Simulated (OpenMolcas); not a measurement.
A calculation on C²⁺.

```
Program             : OpenMolcas
Method              : SS-CASPT2, IPEA 0.25 Eh, imaginary shift 0.1 Eh (closed shells correlated: 1s)
Basis               : ANO-RCC-VQZP [5s4p3d2f1g]
Scalar Hamiltonian  : DKH2, point nucleus
Active space        : 2 electrons in 8 orbitals (2s 2p 3s 3p)
State averaging     : 2S+1 = 3 even, 3 roots; 2S+1 = 1 even, 7 roots; 2S+1 = 3 odd, 3 roots; 2S+1 = 1 odd, 3 roots
Spin-orbit coupling : RASSI with atomic mean-field integrals over the reference wave functions, term energies averaged over their components
```

Question: Which level of the active space comes out lowest?

Answer: 2s2 1S0, with 100 % of that term; it is also the measured ground level.

Question: How high does 2p2 1S0 lie?

Answer: 182754 cm-1 above the lowest level; measured 182520 cm-1 above the ground level, so the calculation is off by 0 %.

Question: How high does 2p2 3P0 lie?

Answer: 137359 cm-1 above the lowest level; measured 137426 cm-1 above the ground level, so the calculation is off by 0 %.

Question: How high does 2p2 1D2 lie?

Answer: 146764 cm-1 above the lowest level; measured 145876 cm-1 above the ground level, so the calculation is off by +1 %.

Measured values: Moore, Selected Tables of Atomic Spectra, NSRDS-NBS 3, section 3.

Active for correlation alone: 3p 3s; no level in the range computed is led by a configuration that fills them, so any true level of that kind is missing. Computed and measured levels are paired by configuration, term and J; levels that our copy of the source lacks, or whose pairing is in doubt (as where it misses far off the trend of its configuration), stay unpaired and out of the deviations. Only configurations of the active space appear.
